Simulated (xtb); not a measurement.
ethenyl silylformate (C₃H₆O₂Si), SMILES C=COC(=O)[SiH3]. All values are semi-empirical tight-binding results from xtb (GFN2-xTB unless named), good for trends rather than for accurate numbers. Coordinates come from a GFN2-xTB optimisation. One conformer was computed; it need not be the lowest.

A frequency run showed that this geometry is not a minimum.

Q: Estimate the properties. (The exact figures need the calculation; the answer reports its results.)

A: 
- point group as xtb finds it: Cs
- orbital gap: 3.20 eV
- dipole moment: 2.06 D
- static polarisability (D4 model): 73.2 bohr³
- solvation energy, GFN2-xTB/ALPB(water): -2.3 kcal/mol
- solvation energy, GFN2-xTB/ALPB(octanol): -4.8 kcal/mol
